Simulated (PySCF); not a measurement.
SMILES CCc1ccc(C#N)cc1 (C₉H₉N), GFN2-xTB optimised geometry.

```
19

C     -1.69    -2.99     1.50
C     -1.48    -2.56     0.05
C     -0.71    -1.27     0.00
C     -1.39    -0.05     0.00
C     -0.69     1.14     0.00
C      0.70     1.13     0.00
C      1.42     2.35     0.00
N      2.00     3.34     0.00
C      1.39    -0.08     0.00
C      0.68    -1.27     0.00
H     -2.25    -3.93     1.54
H     -2.25    -2.24     2.04
H     -0.74    -3.13     2.00
H     -2.44    -2.44    -0.44
H     -0.92    -3.34    -0.48
H     -2.47    -0.04     0.00
H     -1.22     2.09     0.00
H      2.47    -0.09     0.00
H      1.21    -2.21     0.00
```

Density from PBE0/def2-SVP (PySCF 2.14.0) at that geometry.

Minimum of the electron density along straight lines between bonded atoms, close to the bond critical point (lines longer than 1.1 times the sum of covalent radii, or with two minima, are not listed):

```tsv
bond	length / Å	ρ at the minimum / e bohr⁻³	∇²ρ there / e bohr⁻⁵	position (fraction from the first atom)
C1–C2	1.531	0.239	-0.53	0.50
C2–C3	1.500	0.257	-0.61	0.49
C3–C4	1.391	0.309	-0.79	0.50
C4–C5	1.380	0.314	-0.81	0.50
C5–C6	1.395	0.305	-0.77	0.49
C6–C7	1.413	0.287	-0.76	0.47
C7–N8	1.147	0.475	0.37	0.34
C6–C9	1.395	0.305	-0.77	0.51
C3–C10	1.391	0.309	-0.79	0.50
C9–C10	1.380	0.314	-0.81	0.50
C1–H11	1.087	0.277	-1.02	0.63
C1–H12	1.088	0.277	-1.02	0.63
C1–H13	1.088	0.277	-1.02	0.63
C2–H14	1.092	0.277	-1.01	0.62
C2–H15	1.092	0.277	-1.01	0.62
C4–H16	1.081	0.283	-1.08	0.63
C5–H17	1.080	0.285	-1.10	0.64
C9–H18	1.080	0.285	-1.10	0.64
C10–H19	1.081	0.283	-1.08	0.63
```
